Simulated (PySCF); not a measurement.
## Do core-level shifts follow atomic charges?

Compound: C3H8O2Si.
Atom-mapped SMILES: `[CH3:1][CH2:2][O:3][C:4](=[O:5])[SiH3:6]`

Binding energies: PySCF 2.14.0, delta-SCF UKS SCAN, pcX-2 on the ionised atom, pcseg-1 elsewhere, spin-free X2C. Charges: PBE0/pcSseg-1 ground-state density, for the ionised atom.

| atom | environment | C 1s (eV) | Mulliken (e) | IAO (e) | Hirshfeld (e) | ESP (e) |
| --- | --- | --- | --- | --- | --- | --- |
| C1 | methyl carbon | 290.87 | -0.306 | -0.432 | -0.122 | -0.397 |
| C2 | sp3 carbon bound to oxygen | 292.36 | +0.004 | -0.063 | +0.010 | +0.358 |
| C4 | carbonyl carbon | 293.93 | +0.227 | +0.273 | +0.121 | +0.514 |

Give the correlation coefficient and slope of binding energy on charge for each scheme.

IAO: r = 1.00, slope 4.3 eV per e; Hirshfeld: r = 1.00, slope 12.5 eV per e; Mulliken: r = 0.99, slope 5.7 eV per e; ESP: r = 0.93, slope 2.9 eV per e. On 3 points no scheme stands out.

The point-charge model writes a binding energy as kq + V + constant, with V the potential of the other atoms' charges at the site. What does it give with the Mulliken charges?

V = Σ 14.40 eV Å × q/r over all other atoms: +4.23 eV at C1, -1.21 eV at C2, -5.46 eV at C4. Fitting binding energy − V to q gives k = 23.8 eV per e and leaves an rms residual of 0.22 eV, against 0.14 eV for the fit on q alone. The model has no term for differences in relaxation between sites.

Geometry: GFN2-xTB, one conformer, isolated molecule.

Shape of the structure used: `[CH3:1][CH2:2][O:3][C:4](=[O:5])[SiH3:6]`: C1–C2–O3–C4 84°, C2–O3–C4–O5 1°.
